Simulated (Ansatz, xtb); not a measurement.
## BClHInO: where a starting geometry ends

The starting geometry of this gas-phase singlet was built from a drawn formula by distance geometry and a force field; its bonds are those of `O[B](Cl)[In]`.

```json
{"atom": "B", "x (Å)": "-0.6729", "y (Å)": "1.2069", "z (Å)": "-1.4157"}
{"atom": "Cl", "x (Å)": "-0.5047", "y (Å)": "1.8126", "z (Å)": "-3.1911"}
{"atom": "In", "x (Å)": "0.6765", "y (Å)": "-0.5550", "z (Å)": "-0.6255"}
{"atom": "O", "x (Å)": "-1.6160", "y (Å)": "1.8770", "z (Å)": "-0.5014"}
{"atom": "H", "x (Å)": "-1.1106", "y (Å)": "2.6375", "z (Å)": "-0.0650"}
```

Q: Predict what becomes of its bonds when it is optimised with r2SCAN-D4/def2-SVP.

A: It keeps its bonds, and is `O[B](Cl)[In]`.

The energy falls by 0.93 eV over 14 steps:

| step | E − E(last) (eV) |
| --- | --- |
| 1 | 0.929 |
| 2 | 0.660 |
| 4 | 0.339 |
| 5 | 0.093 |
| 7 | 0.006 |
| 8 | 0.004 |
| 10 | 0.001 |
| 11 | 0.000 |
| 13 | 0.000 |
| 14 | 0.000 |

Final geometry (Å):

```yaml
atoms:
  - { symbol: B, position_ang: [-0.5568, 1.2262, -1.1070] }
  - { symbol: Cl, position_ang: [-0.4496, 1.8342, -2.8385] }
  - { symbol: In, position_ang: [0.6774, -0.8618, -0.9379] }
  - { symbol: O, position_ang: [-1.2622, 1.9912, -0.2517] }
  - { symbol: H, position_ang: [-1.6364, 2.7893, -0.6636] }
```

From the same start GFN2-xTB ends elsewhere, differing in Cl2–In3 (2.64 against 3.49 Å here).

The end wasn't checked by frequencies. Atoms past krypton carry core potentials, without spin–orbit terms. Run with Ansatz 0.2.0, 86 s on 1 thread of AMD EPYC (Zen 3), with other jobs on the host.
